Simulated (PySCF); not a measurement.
SMILES C[Si](C)(C)c1ccc(F)cc1 (GFN2-xTB optimised geometry):

```
24

C     -2.789    -1.413    -1.600
Si    -1.745    -1.356    -0.003
C     -0.586    -2.868     0.063
C     -2.889    -1.357     1.525
C     -0.733     0.255     0.000
C     -1.384     1.486    -0.001
C     -0.684     2.678     0.000
C      0.698     2.631     0.000
F      1.395     3.790     0.001
C      1.384     1.432     0.000
C      0.658     0.255     0.000
H     -3.455    -0.558    -1.668
H     -3.401    -2.308    -1.638
H     -2.159    -1.407    -2.485
H     -1.159    -3.790     0.077
H      0.070    -2.907    -0.801
H      0.035    -2.857     0.953
H     -2.318    -1.306     2.448
H     -3.493    -2.259     1.562
H     -3.567    -0.510     1.514
H     -2.463     1.514    -0.001
H     -1.189     3.632     0.000
H      2.463     1.432     0.000
H      1.189    -0.685     0.000
```

Calculation: PBE/def2-SVP in PySCF.

### Question
What are the frontier orbital energies and the dipole moment?

### Answer
HOMO-2 -7.05 eV, HOMO-1 -6.48 eV, HOMO -5.93 eV, LUMO -1.20 eV, LUMO+1 -1.05 eV; dipole moment 1.52 D.

On the same geometry PBE0/def2-SVP (PySCF) gives HOMO-2 -8.47 eV, HOMO-1 -7.58 eV, HOMO -7.04 eV, LUMO -0.34 eV, LUMO+1 -0.22 eV; dipole moment 1.74 D.

Meta-Löwdin charges at PBE/def2-SVP: C1 -0.55, Si2 0.84, C3 -0.55, C4 -0.55, C5 -0.22, C6 -0.09, C7 -0.15, C8 0.27, F9 -0.24, C10 -0.15, C11 -0.09, H12 0.11, H13 0.11, H14 0.12, H15 0.12, H16 0.11, H17 0.11, H18 0.12, H19 0.11, H20 0.11, H21 0.10, H22 0.12, H23 0.12, H24 0.10.
